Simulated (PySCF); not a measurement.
**LiIn: energy against distance**

Set-up: Li aug-cc-pVDZ, In aug-cc-pVDZ-PP with ECP28; scalar-relativistic core potentials (PySCF 2.14). Energies in eV from Li + In in their ground configurations at the same level. State: ¹Σ⁺ (singlet), closed shell.

All columns are LC-ωPBE. A positive dipole means Li(−)In(+).

```
R (Å)  E (eV)  μ (D)  Mulliken charge on Li (basis-dependent)  HOMO (eV)  LUMO (eV)  Mayer bond order  ⟨S²⟩
2.590  -0.527  -3.95                                    -0.30      -5.36      -0.10              1.03  0.00
2.710  -0.638  -3.80                                    -0.25      -5.35      -0.10              1.04  0.00
2.830  -0.697  -3.62                                    -0.19      -5.33      -0.10              1.05  0.00
2.921  -0.713  -3.48                                    -0.15      -5.30      -0.11              1.05  0.00
3.011  -0.711  -3.33                                    -0.11      -5.28      -0.11              1.05  0.00
3.101  -0.695  -3.18                                    -0.08      -5.25      -0.12              1.05  0.00
3.222  -0.654  -2.97                                    -0.04      -5.21      -0.14              1.04  0.00
3.372  -0.581  -2.70                                     0.00      -5.15      -0.17              1.03  0.00
3.553  -0.470  -2.38                                     0.03      -5.08      -0.21              1.02  0.00
3.794  -0.301  -1.97                                     0.04      -4.97      -0.27              1.02  0.00
```

A fit through these points gives, at Re = 2.955 Å, μ = -3.42 D and dμ/dR = 1.65 D/Å; the reduced mass is 6.612 u.

Task: How strong is the fundamental in the double-harmonic approximation, I = 42.26·(dμ/dR)²/μred km/mol?

Result: I = 42.26·(1.65)²/6.612 = 17.4 km/mol at LC-ωPBE.

Closed-shell solutions of metal pairs were not tested for spin polarisation, which can lower them a little. These are scalar-relativistic numbers at best; spin–orbit coupling would shift them, the dissociation energy most.
